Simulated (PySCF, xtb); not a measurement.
H10NSi3, SMILES [SiH3][NH+]([SiH3])[SiH3], charge +1.

Harmonic wavenumbers (cm⁻¹) from GFN2-xTB (xtb) at its own minimum, in rising order: 76, 128, 129, 191, 192, 239, 420, 508, 508, 527, 542, 543, 650, 677, 678, 710, 729, 730, 737, 737, 766, 789, 789, 808, 1067, 1068, 2332, 2334, 2335, 2340, 2353, 2353, 2358, 2359, 2376, 3312.

Question: What does PBE0-D3(BJ)/def2-SVP run with PySCF give at its own minimum? (An estimate is asked for; the answer gives what the named calculation found.)

Answer: 128, 128, 165, 165, 167, 220, 474, 581, 581, 614, 634, 634, 790, 790, 805, 910, 910, 911, 922, 922, 926, 926, 930, 961, 1121, 1121, 2282, 2282, 2284, 2309, 2312, 2312, 2319, 2319, 2321, 3458. Paired by order, the mean absolute difference is 88 cm⁻¹ and the zero-point energies are 56.3 and 59.5 kcal/mol.
